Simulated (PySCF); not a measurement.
**PBE beside CCSD(T) along the second period: bonds to Tl**

PBE and CCSD(T) in PySCF with def2-SVP on every atom (core potentials on Tl), for the lowest determinant that a PBE0 search found; no spin–orbit coupling.

```tsv
molecule	state (unpaired electrons)	PBE Re (Å)	PBE ωe (cm⁻¹)	PBE De (eV)	CCSD(T) Re (Å)	CCSD(T) ωe (cm⁻¹)	CCSD(T) De (eV)
LiTl	singlet (closed shell)	3.062	243	0.97	3.053	246	0.83
TlC	quartet (σ ↑, π ↑↑)	2.313	406	2.99	2.306	435	2.33
TlN	triplet (π ↑↑)	2.354	387	1.86	2.357	371	0.90
TlF	singlet (closed shell)	2.116	492	5.31	?	?	?
```

(1) Estimate the CCSD(T) values of TlF by adding the mean shift from PBE to CCSD(T) of the other rows, and compare with the calculation.

(2) What are the mean differences of PBE from CCSD(T) over the whole series?

In a basis of this size CCSD(T) is itself not converged; it tends to give bonds that are too long and too weak.

Correlated steps freeze the inner cores (4 to 5 orbitals); shallow outer-core shells are correlated. Closed-shell solutions of metal pairs were not tested for spin polarisation, which can lower them a little. UHF and ROHF references stand side by side, which adds small steps between rows. Correlated levels converge slowly with the basis: in double zeta they bind strong bonds too weakly, by up to about 1 eV, and carry superposition errors of some tenths. Spin–orbit coupling is left out, which matters for elements this heavy, above all for dissociation energies. Where the molecule has an RHF reference, its open-shell atoms are computed with UHF. States were picked by a PBE0 search and need not be the measured ground states.

Results:

(1) The mean shifts are -0.4 pm, +5 cm⁻¹ and -0.59 eV, which give 2.112 Å, 497 cm⁻¹ and 4.72 eV. CCSD(T)/def2-SVP gives Re = 2.095 Å, ωe = 516 cm⁻¹, De = 4.55 eV.

(2) Re +0.8 pm, ωe -10 cm⁻¹, De +0.63 eV.
